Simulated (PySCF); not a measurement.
Working out the ionisation energy of Cl⁺

Cl⁺ [Ne] 3s2 3p4 (3P) → Cl²⁺ [Ne] 3s2 3p3 (4S). Computed with PySCF 2.14 in def2-QZVPPD (10s7p5d2f1g, 79 functions), with the non-relativistic Hamiltonian (point nucleus). Frozen: 1s2. Energies in hartree (1 hartree = 27.21139 eV):

```csv
part,Cl⁺ (lower),Cl²⁺ (upper)
UHF,-459.057255,-458.226989
CCSD correlation,-0.338654,-0.300924
(T),-0.006960,-0.005575
```

Task: What does Hartree-Fock give?

Result: (-458.226989) − (-459.057255) = 0.830266 hartree = 22.593 eV.

Task: What do CCSD and CCSD(T) give?

Result: The CCSD correlation energies differ by 0.037730 hartree = 1.027 eV and the triples by 0.001385 hartree = 0.038 eV, so CCSD gives 23.620 eV and CCSD(T) 23.658 eV.

Measured between the centres of the two terms (NIST): 23.771 eV, so CCSD(T) (valence and next inner shell) is off by -0.113 eV.

What remains against the reference includes basis incompleteness, the frozen core and higher excitations.
